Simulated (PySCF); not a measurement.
4,4-dichlorobut-1-yne (C4H4Cl2), SMILES ClC(CC#C)Cl. Atoms are numbered in the order given.

```xyz
10

C     -2.0076    -0.0114     2.5013
C     -1.2822    -0.4611     1.6434
C     -0.3876    -0.9914     0.6188
C      0.5141     0.0790    -0.0001
Cl     1.6970    -0.7004    -1.1070
Cl    -0.4479     1.3212    -0.8615
H     -2.6576     0.3858     3.2579
H      0.2677    -1.7647     1.0534
H     -0.9603    -1.4725    -0.1911
H      1.0965     0.6075     0.7626
```
Charge 0, spin multiplicity 1.

Geometry: B3LYP-D3(BJ)/def2-SVP. Other conformers were not sampled.

The numbers are results of KT2/pcSseg-1 (PySCF), not measurements.

GIAO shieldings, no solvent; atoms listed in one row are averaged. δ = σ(ref) − σ: ¹³C against TMS (σ = 185.1 ppm); ³⁵Cl against HCl (σ = 945.4 ppm); ¹H against TMS (σ = 31.47 ppm), references at their B3LYP-D3(BJ)/def2-TZVP geometries, non-relativistic (without spin–orbit terms, shifts of atoms bonded to Cl or Br come out too high).

**Question.** Estimate the chemical shifts. (The exact figures need the calculation; the answer reports its results.)

**Answer.** 
| nucleus | atoms | count | δ (ppm) |
|---|---|---|---|
| ¹³C | C4 | 1 | 92.6 |
| ¹³C | C2 | 1 | 75.1 |
| ¹³C | C1 | 1 | 72.9 |
| ¹³C | C3 | 1 | 41.7 |
| ³⁵Cl | Cl5 | 1 | 315.4 |
| ³⁵Cl | Cl6 | 1 | 299.7 |
| ¹H | H10 | 1 | 6.21 |
| ¹H | H8, H9 | 2 | 3.28 |
| ¹H | H7 | 1 | 2.45 |
